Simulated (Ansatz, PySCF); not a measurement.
This triplet is an excited state, 1.47 eV above the relaxed singlet at the level frozen-core CCSD(T)/cc-pVTZ // PBE0-D3(BJ)/def2-TZVP (Ansatz, a quantum-chemistry and plane-wave program).

**CH$_{3}$NOSi, SMILES `C([Si]N)=O` (excited triplet) (charge 0, multiplicity 3)**

The numbers are results of PBE0-D3(BJ)/def2-TZVP run with PySCF, not measurements.

The highest occupied spin orbital comes out as -5.05 eV and the dipole moment is 2.05 D. The total energy comes out as -459.0753 Ha and the cost is about 80 core-seconds (a rough figure).

```xyz
7

N      1.4199     0.0600     0.0249
Si     0.1731    -0.7999    -0.7539
C     -1.4553    -0.1360    -0.0956
O     -1.3819     0.7569     0.7400
H      1.2451     0.7823     0.7056
H      2.3958    -0.1044    -0.1499
H     -2.3968    -0.5588    -0.4712
```
Charge 0, spin multiplicity 3.
